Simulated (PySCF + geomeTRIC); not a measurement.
A geometry relaxed with PBE0-D4/def2-TZVP run with PySCF + geomeTRIC, charge 0, multiplicity 2:

```xyz
3

F      1.4982    -0.2858     0.0000
Ga    -0.0067     0.6196     0.0000
F     -1.4948    -0.3134     0.0000
```

Q: Write the SMILES of this molecule.

A: `[F][Ga][F]`
